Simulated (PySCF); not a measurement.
## How methods differ on the ionisation energy of Zn

Zn [Ar] 3d10 4s2 (1S) → Zn⁺ [Ar] 3d10 4s1 (2S), as a difference of total energies. Computed with PySCF 2.14 in aug-cc-pVDZ-PP with ECP10MDF, with scalar relativity through the core potential. Correlated levels: valence: 3s2 3p6 frozen. The calculations carry no spin-orbit coupling.

| method | ionisation energy (eV) |
| --- | --- |
| UHF | 7.873 |
| MP2 (valence) | 9.170 |
| SCS-MP2 (valence) | 9.181 |
| CCSD (valence) | 9.213 |
| CCSD(T) (valence) | 9.322 |

Task: How much does correlation contribute at CCSD(T) (valence)?

Result: 9.322 − (7.873) = 1.449 eV, measured against UHF.

Errors of the correlated levels include the incompleteness of this basis and the frozen core.

For comparison: 9.394 eV (measured; NIST Atomic Spectra Database, ionization energies).
